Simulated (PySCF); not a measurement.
C₈H₉N₃O₂, SMILES c1(OC)nnc(-c2cccn2C)o1. Atoms are numbered in the order given.

```xyz
22

C      1.3468     3.7151     0.0000
O     -0.0470     3.4700     0.0000
C     -0.4552     2.2239     0.0000
N     -1.6734     1.8033     0.0000
N     -1.5906     0.4298     0.0000
C     -0.3332     0.1147     0.0000
C      0.3134    -1.1674     0.0000
C      1.6743    -1.4553     0.0000
C      1.8012    -2.8596     0.0000
C      0.5192    -3.3800     0.0000
N     -0.3785    -2.3562     0.0000
C     -1.8153    -2.5100     0.0000
O      0.4564     1.2297     0.0000
H      1.8251     3.2915     0.8966
H      1.8251     3.2915    -0.8966
H      1.4624     4.8047     0.0000
H      2.4711    -0.7152     0.0000
H      2.7239    -3.4354     0.0000
H      0.1758    -4.4125     0.0000
H     -2.0487    -3.5819     0.0000
H     -2.2598    -2.0343     0.8844
H     -2.2598    -2.0343    -0.8844
```

Geometry: PBE0-D3(BJ)/def2-SVP. The structure was generated by enumeration, and PubChem lists no compound with its InChIKey, so it may never have been made. One conformer was computed; it need not be the lowest.

Two levels are set side by side: PBE/pcSseg-1 (PySCF) and HF/pcSseg-1 (PySCF). GIAO shifts against H2O (¹⁷O), NH3 (¹⁵N), TMS (¹H), TMS (¹³C) at the same level; non-relativistic, no solvent, atoms listed together averaged. Differences are taken from unrounded values.

| quantity | HF |
|---|---|
| δ(¹³C) of C1 (ppm) | 53.9 |
| δ(¹⁷O) of O2 (ppm) | 56.1 |
| δ(¹³C) of C3 (ppm) | 172.4 |
| δ(¹⁵N) of N4 (ppm) | 280.5 |
| δ(¹⁵N) of N5 (ppm) | 334.7 |
| δ(¹³C) of C6 (ppm) | 165.6 |
| δ(¹³C) of C7 (ppm) | 125.0 |
| δ(¹³C) of C8 (ppm) | 122.6 |
| δ(¹³C) of C9 (ppm) | 113.7 |
| δ(¹³C) of C10 (ppm) | 138.4 |
| δ(¹⁵N) of N11 (ppm) | 170.5 |
| δ(¹³C) of C12 (ppm) | 38.5 |
| δ(¹⁷O) of O13 (ppm) | 250.7 |
| δ(¹H) of H17 (ppm) | 7.43 |
| δ(¹H) of H18 (ppm) | 6.64 |
| δ(¹H) of H19 (ppm) | 7.29 |

What does PBE give, and how far is it from HF? (An estimate is asked for; the answer gives what the named calculation found.)


| quantity | PBE | PBE minus HF |
|---|---|---|
| δ(¹³C) of C1 (ppm) | 59.8 | 5.8 |
| δ(¹⁷O) of O2 (ppm) | 99.4 | 43.3 |
| δ(¹³C) of C3 (ppm) | 166.4 | -6.0 |
| δ(¹⁵N) of N4 (ppm) | 291.8 | 11.3 |
| δ(¹⁵N) of N5 (ppm) | 332.7 | -2.0 |
| δ(¹³C) of C6 (ppm) | 158.1 | -7.4 |
| δ(¹³C) of C7 (ppm) | 121.9 | -3.1 |
| δ(¹³C) of C8 (ppm) | 115.9 | -6.7 |
| δ(¹³C) of C9 (ppm) | 113.6 | -0.1 |
| δ(¹³C) of C10 (ppm) | 129.3 | -9.1 |
| δ(¹⁵N) of N11 (ppm) | 185.5 | 14.9 |
| δ(¹³C) of C12 (ppm) | 42.4 | 3.8 |
| δ(¹⁷O) of O13 (ppm) | 291.7 | 41.0 |
| δ(¹H) of H17 (ppm) | 6.96 | -0.46 |
| δ(¹H) of H18 (ppm) | 6.45 | -0.19 |
| δ(¹H) of H19 (ppm) | 6.73 | -0.56 |

Rough cost on one machine, each run with all the roots and properties that it gave: HF against PBE within a factor of 2.
